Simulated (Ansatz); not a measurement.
Reactions of F2Ge2H4, SMILES `[F][GeH]([F])[GeH3]`.

Isolated molecules relaxed with PBE0-D4/def2-TZVP in Ansatz; ΔE leaves out vibrations. CBS: MP2 limit from def2 TZ/QZ plus the TZ coupled-cluster correction, frozen cores. This one scheme is used for every species. def2 core potentials past Kr. For Ge, I outer-core shells are correlated without core-valence functions, which leaves a few kJ/mol of doubt a bond. Scalar relativity is left out up to krypton. Each species was taken in one conformer, which may not be the lowest.

Task: Order these by ΔE at CCSD(T)/CBS, lowest first. (Estimate.)
A. `[F][GeH]([F])[GeH3]` + HCl → `[F][GeH]([Cl])[GeH3]` + H–F
B. `[F][GeH]([F])[GeH3]` → `[F][Ge][F]` + GeH₄
C. `[F][GeH]([F])[GeH3]` + CH₄ → `[CH3][GeH3]` + `[F][GeH2][F]`
D. `[F][GeH]([F])[GeH3]` + CH₃OH → `C[O][GeH]([F])[F]` + GeH₄
E. `[F][GeH]([F])[GeH3]` + HCl → `[F][GeH]([F])[Cl]` + GeH₄
F. `[F][GeH]([F])[GeH3]` + H₂O → `[OH][GeH]([F])[GeH3]` + H–F
G. `[F][GeH]([F])[GeH3]` + CH₃NH₂ → `C[NH][GeH]([F])[F]` + GeH₄
H. `[F][GeH]([F])[GeH3]` + `OI` → `[GeH3][I]` + `[OH][GeH]([F])[F]`

Result: H (-2.60 eV), E (-0.45 eV), D (-0.24 eV), A (-0.15 eV), G (-0.04 eV), F (+0.27 eV), C (+0.49 eV), B (+0.60 eV).

Largest T1 diagnostic: 0.015, for `[F][Ge][F]`.
